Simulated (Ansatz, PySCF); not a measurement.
C₂H₂F₄, SMILES FCC(F)(F)F.

Geometry optimised at PBE-D3(BJ)/def2-SVP.

Vertical ionisation energy (IE) and electron affinity (EA) in eV. Rows of orbital energies are one-electron estimates. Where ΔSCF, EOM or ADC give a negative EA the extra electron is unbound and the value depends on the basis.

```json
[
 {"level": "−ε(HOMO), −ε(LUMO), M06-2X/def2-TZVP (PySCF)", "IE": "12.34", "EA": "-1.86"},
 {"level": "−ε(HOMO), −ε(LUMO), PBE/def2-TZVP (PySCF)", "IE": "8.67", "EA": "-0.05"},
 {"level": "ΔSCF, CAM-B3LYP/def2-SVPD (Ansatz), final states of multiplicity 2 and 2", "IE": "13.58", "EA": "-1.76"},
 {"level": "ΔSCF, PBE/def2-SVPD (Ansatz), final states of multiplicity 2 and 2", "IE": "12.55", "EA": "-1.54"}
]
```

Task: What vertical singlet–triplet gap does ΔSCF give with CAM-B3LYP/def2-SVPD (Ansatz, a first-principles code) and with PBE/def2-SVPD (Ansatz)? (An estimate is asked for; the answer gives what the named calculation found.)

Result: 9.45 and 8.40 eV (triplet above singlet where positive).
